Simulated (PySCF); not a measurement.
**Electron correlation in Ta⁻ (tantalum, charge -1)**

[Xe] 4f14 5d4 6s2, high-spin 5D determinant. All numbers are calculated (PySCF 2.14, scalar relativity through the core potential, in aug-cc-pVTZ-PP with ECP60MDF (6s6p5d3f2g, 88 functions)). Frozen: 5s2 5p6; 6 electrons correlated.

MP2 pair energies summed by pair of shells (mhartree):

```tsv
pair	energy	share (%)
5d-5d	-34.65	43.7
5d-6s	-34.48	43.5
6s-6s	-10.17	12.8
```

Total MP2 correlation energy: -79.30 mhartree.

Same-spin part -51.63 and opposite-spin part -27.67 mhartree; SCS-MP2 scales them by 1/3 and 6/5 to -50.41 mhartree.

The Hartree-Fock reference does not bind the outermost electron (its level is positive or very diffuse), so these energies belong to a reference that the basis holds together.
